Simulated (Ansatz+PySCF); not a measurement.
## triplet CoH: levels of theory in one basis

```yaml
atoms:
  - { symbol: Co, position_ang: [0.0000, 0.0000, 0.0000] }
  - { symbol: H, position_ang: [0.0000, 0.0000, 1.5310] }
```

Basis set: def2-SVP (spherical functions). Left uncorrelated: 5 orbitals. Correlation on ROHF uses semicanonical orbitals with singles. Charge 0, multiplicity 3.

Computed with Ansatz (development build ahead of 0.2.0); each method stands on the lowest determinant of its kind that the runs found.

| method | E − E(ROHF) (eV) | <S²> of the determinant |
| --- | --- | --- |
| ROHF | 0.00 | 2.00 |
| UHF | -1.70 | 2.95 |
| UHF-MP2 | -9.19 | 2.95 |

Q: What does ROHF-MP2 give on the same scale?

A: -9.70 eV.

Q: Is a single determinant a sound starting point here?

A: It is doubtful. Unrestricted orbitals lower Hartree–Fock by 1.70 eV and <S²> is 2.95 where a pure state has 2.00, a sign of strong static correlation.

Caution: another spin multiplicity may lie lower. Caution for ROHF, ROHF-MP2: an unrestricted determinant lies well below. Caution for UHF, UHF-MP2: the unrestricted determinant is a mixture of spin states.
